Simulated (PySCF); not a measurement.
C7H10N (doublet state).
Structure used (GFN2-xTB), in Å, numbered top down from 1:
```xyz
18
C7H10N angstrom
C      1.915   -1.143   -0.652
C      1.074    0.069   -0.473
C      1.430    1.296   -0.060
C      0.269    2.156   -0.021
C     -0.804    1.473   -0.447
C     -0.411    0.048   -0.733
C     -1.150   -0.828    0.226
N     -2.471   -1.153   -0.072
H      1.509   -1.968   -0.064
H      1.922   -1.454   -1.697
H      2.938   -0.953   -0.338
H      2.423    1.613    0.208
H      0.294    3.181    0.305
H     -1.822    1.812   -0.514
H     -0.647   -0.249   -1.761
H     -0.937   -0.705    1.276
H     -2.633   -1.401   -1.039
H     -2.907   -1.788    0.579
```

The hyperfine couplings belong to this conformer and change with its torsions.

The species is `CC1=CC=C[C@@H]1[CH]N` [radical].

Level of theory: UKS B3LYP, pcH-1 on C H N, non-relativistic, mean-field spin-orbit, GIAO (PySCF). Isolated species at its GFN2-xTB geometry (one conformer only). Couplings are sensitive to structure, and on GFN2-xTB geometries they can be far from those on DFT ones. Stability of the SCF solution: not tested.

Task: The isotropic 13C couplings are +140.5, +41.5, +15.7, -14.8, +5.5, -4.5, +1.3 MHz. Assign them to C1; C2; C3; C4; C5; C6; C7.

Result: 
```csv
site,a_iso (MHz),ρ(0) (bohr⁻³),position,distance from C7 (Å),spin population,largest |T| (MHz)
C1,+1.3,+0.0011,3 bonds from C7,3.20,0.00,1.1
C2,+15.7,+0.0140,2 bonds from C7,2.50,+0.04,8.1
C3,-4.5,-0.0040,3 bonds from C7,3.35,-0.03,3.6
C4,+5.5,+0.0049,3 bonds from C7,3.31,+0.07,10.9
C5,+41.5,+0.0369,2 bonds from C7,2.42,-0.01,11.7
C6,-14.8,-0.0132,1 bond from C7,1.49,-0.05,3.9
C7,+140.5,+0.1250,largest spin population,0.00,+0.82,135.6
```

ρ(0) is the spin density at the nucleus and T the dipolar tensor; entries for several nuclei are means. The Mulliken spin populations are largest on C7 (+0.82), N8 (+0.16) and C4 (+0.07). The angles at C7 add up to 350.3°, so it is slightly pyramidal.

The spin density at the nucleus, in bohr⁻³, is negative for C6 (-0.0132), H16 (-0.0062) and C3 (-0.0040), for instance. A restricted open-shell determinant has no negative spin density anywhere; here it arises because α and β orbitals differ (spin polarisation).

Means are taken over nuclei equivalent by connectivity, which assumes that they swap fast. The 1H value of +7.9 MHz is a mean of couplings from 3.3 to 12.4 MHz in this one geometry, not an average over conformers.
